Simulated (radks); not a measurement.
The numbers below are computed, except where a source is named.
All-electron atom: the silver ion Ag4+ in [Kr] 4d7.

Code: a radial shooting solver on a logarithmic mesh with Libxc functionals. Model: Dirac Kohn-Sham, LDA (Slater exchange, Perdew-Wang correlation), spin-unpolarised, spherical densities, point nucleus; open shells fill j = l - 1/2 first.

Energy parts (eV):
| part | energy |
|---|---|
| total | -144438.108 |
| kinetic | 151132.645 |
| electron-nucleus | -347985.306 |
| Hartree | 56293.130 |
| exchange-correlation | -3878.578 |

Orbitals (lengths in bohr, moments of r in powers of bohr):
orbital,occ.,eigenvalue (eV),<1/r>
1s1/2,2,-25342.08,49.39
2s1/2,2,-3781.044,11.38
2p1/2,2,-3519.869,11.36
2p3/2,4,-3344.816,10.68
3s1/2,2,-739.9156,3.978
3p1/2,2,-635.9268,3.887
3p3/2,4,-605.0072,3.719
3d3/2,4,-420.2518,3.558
3d5/2,6,-414.0151,3.515
4s1/2,2,-151.0384,1.544
4p1/2,2,-117.7092,1.431
4p3/2,4,-112.3125,1.379
4d3/2,4,-60.4676,1.110
4d5/2,3,-59.7382,1.098

The highest occupied level is 4d5/2 at -59.738 eV. The density falls to 0.001 e/bohr^3 at r = 2.89 bohr. For comparison, the ionisation energy in NIST's Atomic Spectra Database is 65 eV (theoretical). In exact Kohn-Sham theory the highest level is minus the ionisation energy, but local and semilocal functionals leave it too shallow, through self-interaction and a potential that decays too fast; potentials with the right tail come closer. Summed over all electrons, <r^2> = 22.97 bohr^2, which gives a Langevin (diamagnetic) susceptibility term of -18.2 x 10^-6 cm^3/mol.

Beside tabulated values, note that spin-unpolarised runs miss the spin-polarisation part of the exchange energy of open shells.
